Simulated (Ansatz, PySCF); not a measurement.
YOBr, SMILES [O]=[Y][Br].

Coordinates come from a PBE-D3(BJ)/def2-TZVP optimisation. The def2 effective core potentials stand for the cores of Y; spin–orbit coupling is left out.

Vertical ionisation energy (IE) and electron affinity (EA) in eV. Rows of orbital energies are one-electron estimates. Where ΔSCF, EOM or ADC give a negative EA the extra electron is unbound and the value depends on the basis.

```
level                                                                        IE    EA
-------------------------------------------------------------------------  ----  ----
−ε(HOMO), −ε(LUMO), M06-2X/def2-TZVPD (PySCF)                              8.50  2.36
−ε(HOMO), −ε(LUMO), PBE/def2-TZVPD (PySCF)                                 5.78  3.22
ΔSCF, CAM-B3LYP/def2-TZVPD (Ansatz), final states of multiplicity 2 and 2  9.26  1.49
ΔSCF, PBE/def2-TZVPD (Ansatz), final states of multiplicity 2 and 2        8.89  1.38
```

What vertical singlet–triplet gap does ΔSCF give with CAM-B3LYP/def2-TZVPD (Ansatz, a program for electronic structure) and with PBE/def2-TZVPD (Ansatz)? (Estimate from the structure and the level; the computed values follow.)

2.79 and 2.82 eV (triplet above singlet where positive).
